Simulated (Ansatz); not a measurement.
Ideal-gas functions of CH4Cl2GaN (`C[NH][Ga]([Cl])[Cl]`) at 298.15 K and 1 bar, from an Ansatz frequency run at PBE0-D4/def2-TZVP.

Molar mass 170.68 g/mol, point group Cs (symmetry number 1), electronic degeneracy 1, moments of inertia 203.808, 303.002, 503.637 u Å². Harmonic wavenumbers (cm⁻¹, unscaled): 94, 97, 123, 129, 158, 299, 403, 440, 456, 671, 1098, 1139, 1151, 1397, 1461, 1486, 1513, 3019, 3069, 3123, 3636.

Use S(trans) = R[1.5 ln M + 2.5 ln T − 1.1517]; rotational temperatures θ = 24.2544 K / I; S(rot) = R[ln(√π/σ · √(T³/θAθBθC)) + 1.5]; for each mode x = 1.438777 ν̃/T, S = R[x/(eˣ − 1) − ln(1 − e⁻ˣ)] and H = RT x/(eˣ − 1); 1 cm⁻¹ = 0.0119627 kJ/mol; R = 8.31446 J/(mol·K).

Problem. By hand: the entropy, in J/(mol·K).

Solution. Translation 173.0. Rotation: θ = 0.119, 0.08, 0.0482 K, giving 120.2. Vibration, mode by mode: 14.96, 14.70, 12.77, 12.39, 10.77, 5.95, 3.98, 3.46, 3.25, 1.43, 0.26, 0.22, 0.21, 0.08, 0.06, 0.05, 0.05, 0.00, 0.00, 0.00, 0.00, in all 84.6. Electronic 0.0. Sum 377.8 J/(mol·K).

Problem. By hand: H − E and G − E in kJ/mol, counted from the electronic energy.

Solution. Zero-point energy ½ × 24962 × 0.0119627 = 149.3; thermal vibration 13.0; translation, rotation and pV give 4 RT = 9.9. H − E = 172.2 kJ/mol, and G − E = 172.2 − 298.15 × 377.8/1000 = 59.6 kJ/mol.

Vibration gives 22 % of the entropy, 54.8 J/(mol·K) of it from the modes under 150 cm⁻¹: soft modes count most, and the harmonic formula is weakest for them. The sum counts one conformer and one mirror image; others add a mixing term.
